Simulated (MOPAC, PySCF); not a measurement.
[V(=O)(F)3], neutral singlet in the gas phase. 

Cartesian coordinates (Å):
```xyz
5

V      0.0013     0.0094    -0.0035
O     -0.1991    -1.4436     0.5397
F      1.4726     0.0573    -0.8897
F      0.0682     1.0832     1.3362
F     -1.3290     0.3948    -1.0205
```
Charge 0, spin multiplicity 1.

All levels are single points at this geometry (PBE-D3(BJ)/def2-SVP); Pople sets use spherical d functions. Orbital energies aren't observables, and empty levels follow the basis.

BP86/6-31G* (LANL2DZ on V) in PySCF gives gap (eV) = 4.47.

Q: Estimate the gap (eV) from each of these levels: B3LYP-D3(BJ)/def2-TZVP in PySCF; PBE-D3(BJ)/def2-TZVP in PySCF; TPSSh-D3(BJ)/def2-TZVP in PySCF; B3LYP/6-311+G** (LANL2DZ on V) in PySCF; B3LYP/LANL2DZ in PySCF; M06-2X/6-31G* (LANL2DZ on V) in PySCF; PBE/6-31G* (LANL2DZ on V) in PySCF; SVWN5/6-31G* (LANL2DZ on V) in PySCF; HF/6-31G* (LANL2DZ on V) in PySCF; HF/STO-3G in PySCF; PM6 in MOPAC; PM7 in MOPAC.

A: 
```tsv
level	gap (eV)
B3LYP-D3(BJ)/def2-TZVP in PySCF	6.56
PBE-D3(BJ)/def2-TZVP in PySCF	4.50
TPSSh-D3(BJ)/def2-TZVP in PySCF	5.65
B3LYP/6-311+G** (LANL2DZ on V) in PySCF	6.35
B3LYP/LANL2DZ in PySCF	6.32
M06-2X/6-31G* (LANL2DZ on V) in PySCF	9.78
PBE/6-31G* (LANL2DZ on V) in PySCF	4.47
SVWN5/6-31G* (LANL2DZ on V) in PySCF	4.49
HF/6-31G* (LANL2DZ on V) in PySCF	15.49
HF/STO-3G in PySCF	16.77
PM6 in MOPAC	11.51
PM7 in MOPAC	10.37
```
